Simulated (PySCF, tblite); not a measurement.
Isomers of C5H9N3S. All values are computed: GFN2-xTB (tblite) harmonic vibrations without scaling, gas phase. This tight-binding method is rough: wavenumbers can miss measured ones by several per cent, in bad cases by 10 to 20. One conformer each.

Electronic energies: PBE0/pcSseg-1 single points on the GFN2-xTB geometries (PySCF, gas phase).

```csv
SMILES,"electronic energy, lowest = 0 (kJ/mol)"
CSc1nnc(C)n1C,0.0
CCn1ncc(SC)n1,35.9
CCc1n[nH]nc1SC,27.3
```

Problem. How do GFN2-xTB zero-point energies change the relative energies?

Solution. 
| SMILES | ZPE (kJ/mol) | of it from modes above 1550 cm⁻¹ | electronic (kJ/mol) | with ZPE, lowest = 0 (kJ/mol) | lowest mode (cm⁻¹) | rings |
| --- | --- | --- | --- | --- | --- | --- |
| CSc1nnc(C)n1C | 367.3 | 172.4 | 0.0 | 0.0 | 34 | 1 |
| CCc1n[nH]nc1SC | 371.0 | 165.7 | 27.3 | 31.0 | 39 | 1 |
| CCn1ncc(SC)n1 | 370.4 | 164.4 | 35.9 | 39.0 | 20 | 1 |

The zero-point energies span 3.7 kJ/mol, from `CSc1nnc(C)n1C` to `CCc1n[nH]nc1SC`. The order is unchanged.

Problem. And how do the electronic energies of GFN2-xTB itself compare?

Solution. `CSc1nnc(C)n1C` 0.0; `CCc1n[nH]nc1SC` 78.8; `CCn1ncc(SC)n1` 60.7 kJ/mol, lowest = 0. Against the energies above, taken from the same isomer `CSc1nnc(C)n1C`, the largest difference is 51.5 kJ/mol.
